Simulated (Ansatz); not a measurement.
A run for Ansatz (a first-principles code): R-wB97X-V/def2-TZVPP on ClGeH3O (SMILES [OH][GeH2][Cl]), a point of a torsion scan.

Ansatz 0.2 input:
```yaml
crystal:
  periodic: [false, false, false]
  atoms:
    - {symbol: O, position_ang: [1.24668515, 0.05743581, -0.46341176]}
    - {symbol: Ge, position_ang: [-0.39028483, -0.16611759, 0.07647165]}
    - {symbol: Cl, position_ang: [-0.73802644, -2.21531119, -0.06983270]}
    - {symbol: H, position_ang: [1.90215889, 0.43670034, 0.11622643]}
    - {symbol: H, position_ang: [-1.25287726, 0.58177929, -0.89955023]}
    - {symbol: H, position_ang: [-0.53741832, 0.31735828, 1.50069272]}
basis:
  gaussian:
    orbitals: def2-TZVPP
hamiltonian:
  xc: {name: wB97X-V}
scf: {lower_state_search: off}
```

It printed:

```
WARN ansatz: RAYON_NUM_THREADS=1 ignored (pool sized by the plan → 1); use --threads N
Functional definition: wB97X-V
these checks for a lower state are left out or cut short: stability, starts, cluster_reference, orbital_swaps, neighbouring_geometries, increment
integrals: 0.11 GiB planned
1027 factors; their error is unknown
integrals: 0.14 GiB planned
191 factors; integrals over basis functions are off by at most 3.7e-5 eV
mean field: 0.91 GiB planned
mean field evaluation 1: about -71127.8137 eV, gradient 5.1e1 eV
mean field evaluation 2: about -71126.1929 eV, gradient 6.2e1 eV
mean field evaluation 4: about -71131.8639 eV, gradient 1.4e0 eV
mean field evaluation 8: about -71131.8703 eV, gradient 2.5e-2 eV
mean field evaluation 16: about -71132.0680 eV, gradient 1.5e-5 eV
mean field -71132.06799134 eV, -2614.0552836345 hartree, gradient 1.4e-6 eV, S^2 0.000000; 0 other end points of the search recorded, 0 dependent functions left out
reference -71132.06798976 eV, -2614.0552835762 hartree; 30, 30 occupied and 133, 133 virtual orbitals, 1027 factors
Total energy: -71132.06798976 eV, -2614.0552835762 hartree
Checks for a lower state left out: stability, starts, cluster_reference, orbital_swaps, neighbouring_geometries, increment
```

The calculation finished and met its thresholds.

Cost: very roughly 4 core-seconds.
